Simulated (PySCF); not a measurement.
Working out the ionisation energy of Tc⁵⁺

Tc⁵⁺ [Kr] 4d2 (3F) → Tc⁶⁺ [Kr] 4d1 (2D). Calculation: PySCF 2.14, in an uncontracted even-tempered set (22 s from 0.11 bohr⁻², ratio 2.5; 16 p from 0.14 bohr⁻², ratio 2.5; 11 d from 0.14 bohr⁻², ratio 2.5; 5 f from 0.58 bohr⁻², ratio 2.7; 5 g from 0.87 bohr⁻², ratio 2.7); the spin-free X2C one-electron Hamiltonian (Gaussian nucleus). Frozen: [Ar] 3d10; the 52 highest virtual orbitals dropped. Energies in hartree (1 hartree = 27.21139 eV):

```json
{"part": "UHF", "Tc⁵⁺ (lower)": "-4277.658203", "Tc⁶⁺ (upper)": "-4275.001357"}
{"part": "MP2 opposite-spin", "Tc⁵⁺ (lower)": "-0.211117", "Tc⁶⁺ (upper)": "-0.198143"}
{"part": "MP2 same-spin", "Tc⁵⁺ (lower)": "-0.068715", "Tc⁶⁺ (upper)": "-0.061690"}
```

Problem. What does Hartree-Fock give?

Solution. (-4275.001357) − (-4277.658203) = 2.656846 hartree = 72.296 eV.

Problem. What do MP2 and SCS-MP2 (6/5 opposite-spin, 1/3 same-spin) give?

Solution. The opposite-spin parts differ by 0.353 eV and the same-spin parts by 0.191 eV. MP2: 72.296 + (0.353) + (0.191) = 72.840 eV. SCS-MP2: 72.296 + 1.2 × (0.353) + (0.191)/3 = 72.783 eV.

A first-order spin-orbit estimate adds 0.054 eV to MP2 (outer shells), giving 72.894 eV against 72 ± 2 eV (theoretical estimate listed by NIST; NIST Atomic Spectra Database, ionization energies).

What remains against the reference includes basis incompleteness, the frozen core and correlation beyond second order.
